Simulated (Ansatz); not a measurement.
Ideal-gas functions of `F[Si](Cl)(Cl)[GeH3]` at 600 K and 1 bar, from an Ansatz frequency run at PBE0-D4/def2-TZVP.

Molar mass 193.62 g/mol, point group Cs (symmetry number 1), electronic degeneracy 1, moments of inertia 286.546, 505.481, 614.711 u Å². Harmonic wavenumbers (cm⁻¹, unscaled): 84, 94, 112, 184, 201, 246, 365, 466, 471, 571, 608, 785, 873, 877, 911, 2164, 2176, 2178.

Use S(trans) = R[1.5 ln M + 2.5 ln T − 1.1517]; rotational temperatures θ = 24.2544 K / I; S(rot) = R[ln(√π/σ · √(T³/θAθBθC)) + 1.5]; for each mode x = 1.438777 ν̃/T, S = R[x/(eˣ − 1) − ln(1 − e⁻ˣ)] and H = RT x/(eˣ − 1); 1 cm⁻¹ = 0.0119627 kJ/mol; R = 8.31446 J/(mol·K).

Task: By hand: the entropy, in J/(mol·K).

Result: Translation 189.1. Rotation: θ = 0.0846, 0.048, 0.0395 K, giving 133.3. Vibration, mode by mode: 21.65, 20.72, 19.27, 15.18, 14.46, 12.82, 9.68, 7.81, 7.73, 6.32, 5.88, 4.18, 3.54, 3.51, 3.30, 0.29, 0.28, 0.28, in all 156.9. Electronic 0.0. Sum 479.3 J/(mol·K).

Task: By hand: H − E and G − E in kJ/mol, counted from the electronic energy.

Result: Zero-point energy ½ × 13366 × 0.0119627 = 79.9; thermal vibration 44.3; translation, rotation and pV give 4 RT = 20.0. H − E = 144.2 kJ/mol, and G − E = 144.2 − 600 × 479.3/1000 = -143.4 kJ/mol.

Vibration gives 33 % of the entropy, 61.6 J/(mol·K) of it from the modes under 150 cm⁻¹: soft modes count most, and the harmonic formula is weakest for them.
